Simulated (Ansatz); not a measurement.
Abstraction of H: SiH2(CH3)F + Ga(SH)2 → SiH(CH3)F + GaH(SH)2

Species: SiH2(CH3)F, singlet; Ga(SH)2, doublet; SiH(CH3)F, doublet; GaH(SH)2, singlet. A radical takes H: the energy is the difference in strength between the Si–H bond broken and the Ga–H bond made.

Shapes, held fixed at every level: PBE0-D4/def2-TZVP. Flexible molecules stand in one conformer, not always the lowest. Programs: Ansatz 0.2.0. Electronic energies: no zero-point or thermal term.

Problem. Estimate ΔE of this reaction.

Solution. The highest level, CCSD(T)/def2-TZVPP, gives ΔE = +66.3 kJ/mol; the levels span +63.3 to +74.2. The column of differences is taken from that level and isn't an error. No measured value is set beside it here. Open shells run unrestricted. Relativity is left out for Ga. Outer-core shells of Ga are correlated, in sets that cover them unevenly.

| level | kind | ΔE (kJ/mol) | less CCSD(T)/def2-TZVPP |
| --- | --- | --- | --- |
| MP2/def2-TZVPP | perturbation theory | +64.8 | -1.5 |
| HF/def2-TZVPP | Hartree–Fock | +68.9 | +2.6 |
| PBE-D4/def2-TZVPP | GGA | +63.3 | -3.0 |
| B3LYP-D4/def2-TZVPP | global hybrid | +70.8 | +4.5 |
| PBE0-D4/def2-TZVPP | global hybrid | +63.5 | -2.8 |
| wB97M-V/def2-TZVPP | range-separated hybrid | +74.2 | +7.9 |
| B2PLYP/def2-TZVPP | double hybrid | +70.4 | +4.1 |
| CCSD(T)/def2-TZVPP | coupled cluster or CI | +66.3 | 0.0 |
